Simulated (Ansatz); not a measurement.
Program: Ansatz. Geometries: PBE0-D4/def2-TZVP. ΔE: electronic, gas phase. CBS: MP2 limit from def2 TZ/QZ plus the TZ coupled-cluster correction, frozen cores. This one scheme is used for every species. DFT in def2-TZVPP. B3LYP here is the variant with VWN-RPA as its local correlation; programs differ in this. For Br outer-core shells are correlated without core-valence functions, which leaves a few kJ/mol of doubt a bond. Scalar relativity is left out up to krypton.

Reaction (substitution at a C–Cl bond): `[SiH3]C1=C(Cl)C1` + HBr → `[SiH3]C1=C(Br)C1` + HCl

Task: Is it downhill or uphill in electronic energy at CCSD(T)/CBS, and by how much? (An estimate is asked.)

Result: The calculation gave: Downhill: ΔE = -9.0 kJ/mol.

Task: What do these levels give: PBE-D4, r2SCAN-D4, PBE0-D4, B3LYP-D4, ωB97X-V, ωB97M-V, B2PLYP, MP2/def2-TZVPP, CCSD/def2-TZVPP, CCSD(T)/def2-TZVPP, HF/def2-QZVPP, HF/CBS(def2)? (Estimate.)

Result: The calculation gave: PBE-D4 -4.7, r2SCAN-D4 -4.7, PBE0-D4 -4.8, B3LYP-D4 -6.0, ωB97X-V -5.0, ωB97M-V -5.3, B2PLYP -7.5, MP2/def2-TZVPP -13.0, CCSD/def2-TZVPP -10.3, CCSD(T)/def2-TZVPP -10.6, HF/def2-QZVPP -4.7, HF/CBS(def2) -4.7 kJ/mol.

Largest T1 diagnostic among the species: 0.011.

In def2-TZVPP, CCSD(T) changes the Hartree–Fock value by −5.8 kJ/mol (the triples alone add −0.3 kJ/mol) and MP2 by −8.2 kJ/mol.
